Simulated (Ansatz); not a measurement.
**BF3 (boron trifluoride): the energy, rung by rung**

The species is BF3 (4 atoms), meant as a singlet with charge 0. As SMILES, `FB(F)F`. Geometry: optimised at r2SCAN/def2-SVP.

| atom | x (Å) | y (Å) | z (Å) |
| --- | --- | --- | --- |
| F | 0.5450 | 0.2112 | 1.1767 |
| B | 0.0000 | 0.0000 | 0.0000 |
| F | -0.2657 | -1.2261 | -0.3904 |
| F | -0.2793 | 1.0149 | -0.7863 |

Quantity: the adiabatic ionisation energy (to the doublet cation, shapes relaxed at r2SCAN/def2-SVP, no zero-point term), in eV. The values are calculated.

| level | kind | program | value (eV) |
| --- | --- | --- | --- |
| HF/def2-TZVPP | Hartree–Fock | Ansatz | 15.24 |
| PBE/def2-TZVPP | GGA | Ansatz | 14.42 |
| r2SCAN/def2-TZVPP | meta-GGA | Ansatz | 14.78 |
| PBE0-D4/def2-TZVPP | global hybrid | Ansatz | 15.26 |
| wB97M-V/def2-TZVPP | range-separated hybrid | Ansatz | 15.52 |
| B2PLYP/def2-TZVPP | double hybrid | Ansatz | 15.47 |
| RPA@PBE/def2-TZVPP | RPA | Ansatz | 14.81 |
| MP2/def2-TZVPP | perturbation theory | Ansatz | 16.86 |
| CCSD(T)/def2-TZVPP | coupled cluster or CI | Ansatz | 16.02 |

The values span 14.42 to 16.86 eV. The coupled-cluster rows rest on a doubtful reference here (large T1 or Brueckner and Hartree–Fock orbitals at odds), and rows may lie in different states.
